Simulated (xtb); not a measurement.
C3H9Ga, triplet, geometry from GFN2-xTB (such geometries of metal compounds can be far from the true shape) (a higher spin typed on purpose: for a closed-shell molecule this is an excited state); GFN0-xTB (xtb).

xtb was given this input:
```
$ xtb mol.xyz --gfn 0 --uhf 2 --acc 0.1 --json

# file mol.xyz
13

Ga    -0.29203971     0.33248422     0.32507992
C     -0.81222176    -1.79125288    -0.37264226
H     -0.10149786    -2.12380947    -1.11828279
H     -1.78597217    -1.58621334    -0.80809556
H     -0.87885691    -2.46902136     0.46929178
C      0.08037324     1.48913743    -1.43629314
H      0.58076296     0.84265399    -2.16014170
H      0.72752364     2.34157557    -1.22331300
H     -0.84339354     1.86241547    -1.88118647
C      1.65518927    -0.78188169     0.80937839
H      2.22246012     0.04171239     1.23329735
H      2.09165519    -1.13347279    -0.11706188
H      1.50050503    -1.57886848     1.52535701
```

Q: Predict the main parts of the log of this xtb run.

A: 
```
   ID    Z sym.   atoms
    1   31 Ga     1
    2    6 C      2, 6, 10
    3    1 H      3-5, 7-9, 11-13

           -------------------------------------------------
          |                Calculation Setup                |
           -------------------------------------------------

           -------------------------------------------------
          |                 G F N 0 - x T B                 |
           -------------------------------------------------

          ...................................................
          :                      SETUP                      :
          :.................................................:
          :  # basis functions                  40          :
          :  # atomic orbitals                  39          :
          :  # shells                           27          :
          :  # electrons                        24          :
          :  electronic temp.          300.0000000     K    :
          :  accuracy                    0.1000000          :
          :  -> integral cutoff          0.3500000E+02      :
          :  -> integral neglect         0.1000000E-08      :
          ...................................................

         :::::::::::::::::::::::::::::::::::::::::::::::::::::
         ::                     SUMMARY                     ::
         :::::::::::::::::::::::::::::::::::::::::::::::::::::
         :: total energy             -12.423140135000 Eh    ::
         :: gradient norm              0.026305284888 Eh/a0 ::
         :: HOMO-LUMO gap              4.379721207022 eV    ::
         ::.................................................::
         :: H0 energy                -12.548518954284 Eh    ::
         :: repulsion energy           0.177926394144 Eh    ::
         :: electrostat energy        -0.049643750195 Eh    ::
         :: -> Gsolv                   0.000000000000 Eh    ::
         ::    -> Gsasa                0.000000000000 Eh    ::
         ::    -> Gshift               0.000000000000 Eh    ::
         :: dispersion energy         -0.002903824665 Eh    ::
         :: short-range corr.          0.000000000000 Eh    ::
         :: add. restraining           0.000000000000 Eh    ::
         :: total charge              -0.000000000000 e     ::
         :::::::::::::::::::::::::::::::::::::::::::::::::::::

           -------------------------------------------------
          |                Property Printout                |
           -------------------------------------------------

    * Orbital Energies and Occupations

         #    Occupation            Energy/Eh            Energy/eV
      -------------------------------------------------------------
         1        2.0000           -0.6242270             -16.9861
         2        2.0000           -0.6194840             -16.8570
         3        2.0000           -0.6182412             -16.8232
         4        2.0000           -0.5357908             -14.5796
         5        2.0000           -0.5339436             -14.5293
         6        2.0000           -0.5282779             -14.3752
         7        2.0000           -0.5268077             -14.3352
         8        2.0000           -0.5253092             -14.2944
         9        2.0000           -0.5241741             -14.2635
        10        2.0000           -0.4637795             -12.6201
        11        2.0000           -0.4136542             -11.2561
        12        1.0000           -0.3938301             -10.7167
        13        1.0000           -0.3273104              -8.9066 (HOMO)
        14                         -0.1663587              -4.5268 (LUMO)
        15                         -0.1576424              -4.2897
        16                         -0.1465050              -3.9866
        17                         -0.1309275              -3.5627
        18                         -0.1272020              -3.4613
        19                         -0.1252438              -3.4081
        20                         -0.1097654              -2.9869
        21                         -0.0959423              -2.6107
        22                         -0.0828551              -2.2546
        23                         -0.0179720              -0.4890
        24                         -0.0035553              -0.0967
       ...                                ...                  ...
        39                          1.2891748              35.0802
      -------------------------------------------------------------
                  HL-Gap            0.1609518 Eh            4.3797 eV
             Fermi-level            0.0000000 Eh            0.0000 eV

     #   Z          covCN         q      C6AA      α(0)
     1  31 Ga       2.220     0.478   241.248    34.014
     2   6 C        3.477    -0.535    39.770     9.490
     3   1 H        0.925     0.140     1.463     1.892
     4   1 H        0.925     0.117     1.639     2.002
     5   1 H        0.925     0.128     1.547     1.945
     6   6 C        3.591    -0.533    37.841     9.000
     7   1 H        0.924     0.127     1.558     1.952
     8   1 H        0.924     0.114     1.659     2.014
     9   1 H        0.924     0.113     1.670     2.021
    10   6 C        3.477    -0.535    39.778     9.492
    11   1 H        0.925     0.116     1.645     2.006
    12   1 H        0.925     0.139     1.472     1.897
    13   1 H        0.925     0.131     1.528     1.933

 Mol. C6AA /au·bohr⁶  :       2032.888916
 Mol. C8AA /au·bohr⁸  :      90653.188265
 Mol. α(0) /au        :         79.657033

Wiberg/Mayer (AO) data.
largest (>0.10) Wiberg bond orders for each atom

 ---------------------------------------------------------------------------
     #   Z sym  total        # sym  WBO       # sym  WBO       # sym  WBO
 ---------------------------------------------------------------------------
     1  31 Ga   1.797 --     6 C    0.666    10 C    0.464     2 C    0.463
     2   6 C    3.621 --     5 H    0.972     3 H    0.971     4 H    0.961
                             1 Ga   0.463    10 C    0.205
     3   1 H    0.982 --     2 C    0.971
     4   1 H    0.987 --     2 C    0.961
     5   1 H    0.982 --     2 C    0.972
     6   6 C    3.640 --     9 H    0.960     8 H    0.959     7 H    0.957
                             1 Ga   0.666
     7   1 H    0.984 --     6 C    0.957
     8   1 H    0.984 --     6 C    0.959
     9   1 H    0.984 --     6 C    0.960
    10   6 C    3.623 --    13 H    0.973    12 H    0.970    11 H    0.961
                             1 Ga   0.464     2 C    0.205
    11   1 H    0.988 --    10 C    0.961
    12   1 H    0.982 --    10 C    0.970
    13   1 H    0.982 --    10 C    0.973
 ---------------------------------------------------------------------------

Topologies differ in total number of bonds
Writing topology from bond orders to xtbtopo.mol

 dipole moment from electron density (au)
     X       Y       Z
  -0.3308  -0.3610   0.9856  total (Debye):    2.797

           -------------------------------------------------
          | TOTAL ENERGY              -12.423140135000 Eh   |
          | GRADIENT NORM               0.026305284888 Eh/α |
          | HOMO-LUMO GAP               4.379721207022 eV   |
           -------------------------------------------------

normal termination of xtb
```
